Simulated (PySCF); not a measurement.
Gas-phase reaction: GeCl2 + GeH2Cl2 ⇌ GeHCl3 + GeHCl

Energies from PySCF (xtb for GFN2), thermal terms from the rigid-rotor harmonic-oscillator model, ideal gas at 1 bar. † marks an energy on the PBE0/def2-TZVP geometry and frequencies; other levels use their own. MP2 and CCSD(T) freeze the core. 6-31G* has spherical d functions here. All species are closed-shell singlets. B3LYP is the form with VWN-RPA correlation. Ge: all electrons, no relativistic terms. GeHCl: computed as isolated molecules; such fragments, hydroxides, amides, oligomers or adducts are transient or little studied in the gas. MP2 isn't extrapolated to the basis-set limit; its ΔH°(298 K) is 60.3 kJ in def2-SVP and 65.5 kJ in def2-TZVPP. CCSD(T) isn't extrapolated to the basis-set limit; its ΔH°(298 K) is 58.5 kJ in def2-SVP and 62.4 kJ in def2-TZVPP. The harmonic model lacks anharmonicity and excited electronic states, which grow with temperature; levels with a mode under 35 cm⁻¹ are left out.

```csv
level,"ΔE electronic, kJ","ΔH°(298 K), kJ","ΔS°(298 K), J/K","ΔG°(1000 K), kJ"
B3LYP/def2-TZVP†,77,74,-2,75
CCSD(T)/def2-TZVPP†,66,62,-2,64
GFN2-xTB,84,78,1,75
HF/6-31G*,65,62,-3,63
MP2/def2-TZVPP†,69,65,-2,67
PBE/def2-SVP,78,74,-2,75
PBE/def2-TZVP†,78,75,-2,76
PBE0/def2-QZVP†,74,71,-2,72
ωB97M-V/def2-TZVP†,70,67,-2,68
ωB97X-V/def2-TZVP†,68,65,-2,66
```
ΔH° is lowest at HF/6-31G* and highest at GFN2-xTB. No reference value is set beside these.
